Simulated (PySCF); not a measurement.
# Ne²⁺: excitation energy

Ne²⁺ [He] 2s2 2p4 (3P) → Ne²⁺ [He] 2s2 2p3 3d1 (5D), as a difference of total energies. Computed with PySCF 2.14 in aug-cc-pwCVDZ, with the non-relativistic Hamiltonian (point nucleus). Correlated levels: valence: 1s2 frozen; valence and next inner shell: nothing frozen. The calculations carry no spin-orbit coupling.

```csv
method,excitation energy (eV)
UHF,60.856
LDA,60.944
PBE,61.034
PBE0,61.213
r2SCAN,61.346
wB97M-V,61.314
TPSS,61.423
M06-2X,61.323
PW91,61.117
MP2 (valence),61.543
SCS-MP2 (valence),61.601
MP2 (valence and next inner shell),61.565
SCS-MP2 (valence and next inner shell),61.610
```

Q: How much does correlation contribute at MP2 (valence and next inner shell)?

A: 61.565 − (60.856) = 0.709 eV, measured against UHF.

A first-order spin-orbit estimate (lowest level to lowest level, LS coupling) adds 0.034 eV.

The promoted electron is Rydberg-like, and one or two diffuse shells describe it only roughly, which tends to raise the upper state.

In the upper state the promoted electron has a positive orbital energy at LDA, PBE, PBE0, r2SCAN, TPSS, M06-2X, PW91, so the basis confines it.
